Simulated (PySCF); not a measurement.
Two species compared at the same levels of theory.

First species: C₃H₈ClFSi₂.
InChI=1S/C3H8ClFSi2/c1-2-7(4)6-3-5/h2,7H,1,3,6H2/t7-/m0/s1

Second species: C5H12Si2.
Cartesian coordinates in Å at the GFN2-xTB level; atoms count from 1:
```
atom  x, y, z in Å
C1     0.1189    3.2574    1.2522
C2     0.3590    2.0891    1.0963
Si3    0.7309    0.2936    0.8045
Si4    2.2641    0.0323   -0.9144
C5    -0.9612   -0.5209    0.3962
C6    -0.8388   -2.0396    0.3279
C7    -1.5299    0.0226   -0.9111
H8    -0.0950    4.2782    1.3967
H9     1.1628   -0.2269    2.1191
H10    2.1384    1.0675   -1.9440
H11    2.1227   -1.2552   -1.6071
H12    3.6410    0.0865   -0.4172
H13   -1.6710   -0.2768    1.1943
H14   -0.1597   -2.3358   -0.4704
H15   -0.4618   -2.4424    1.2661
H16   -1.8083   -2.4961    0.1291
H17   -2.5028   -0.4210   -1.1228
H18   -0.8670   -0.2058   -1.7453
H19   -1.6521    1.1026   -0.8575
```

Levels: PBE0/pcSseg-1 for dipole moment, HOMO energy, LUMO energy and HOMO–LUMO gap; GFN2-xTB for rotational constant A and rotational constant C. Geometries: GFN2-xTB. Each species is one conformer at its optimised geometry, gas phase, non-relativistic unless stated. Electronic properties by PySCF.

The conformers computed, where there is a choice (atom-mapped SMILES and torsion angles):
- `[CH2:1]=[CH:2][Si@@H:3]([Cl:4])[SiH2:5][CH2:6][F:7]`: C1–C2–Si3–Cl4 -139°, C2–Si3–Si5–C6 127°, Si3–Si5–C6–F7 -50°
- `[CH:1]#[C:2][Si@H:3]([SiH3:4])[CH:5]([CH3:6])[CH3:7]`: C2–Si3–C5–C6 -172°

Values for the first species:

- Dipole moment: 1.55 D
- HOMO energy: -8.06 eV
- LUMO energy: -0.91 eV
- HOMO–LUMO gap: 7.15 eV
- Rotational constant A: 1.660 GHz
- Rotational constant C: 0.683 GHz

(1) Estimate the same properties for the second species, and the change in each.

Answers

(1) 
| property | first | second | second less first |
| --- | --- | --- | --- |
| dipole moment | 1.55 D | 0.69 D | -0.86 D |
| HOMO energy | -8.06 eV | -7.71 eV | +0.35 eV |
| LUMO energy | -0.91 eV | -0.34 eV | +0.57 eV |
| HOMO–LUMO gap | 7.15 eV | 7.37 eV | +0.22 eV |
| rotational constant A | 1.660 GHz | 1.679 GHz | +0.019 GHz |
| rotational constant C | 0.683 GHz | 0.950 GHz | +0.267 GHz |

On the first: A dipole of 1.55 D is allowed in C1, and pure rotational transitions are dipole-allowed. The dipole equals about 5.2 × 10⁻³⁰ C·m (1 D = 3.33564 × 10⁻³⁰ C·m). GFN2-xTB frequencies show an imaginary mode (22i cm⁻¹), so this geometry is no minimum at that level.

On the second: The dipole equals about 2.3 × 10⁻³⁰ C·m (1 D = 3.33564 × 10⁻³⁰ C·m). A dipole of 0.69 D is allowed in C1, and pure rotational transitions are dipole-allowed.
